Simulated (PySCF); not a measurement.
A structure optimised at B3LYP-D3(BJ)/def2-SVPD, used in a PySCF frequency run:

```
B
F 1 1.4142
F 1 1.4142 2 109.47
F 1 1.4142 2 109.47 3 120.00
F 1 1.4142 2 109.47 3 -120.00
```
Charge -1, spin multiplicity 1.

### Question
Write its SMILES, formula and point group.

### Answer
F[B-](F)(F)F, BF4, Td

### Question
What are its rotational constants (standard atomic weights)?

### Answer
4.9876, 4.9876, 4.9876 GHz
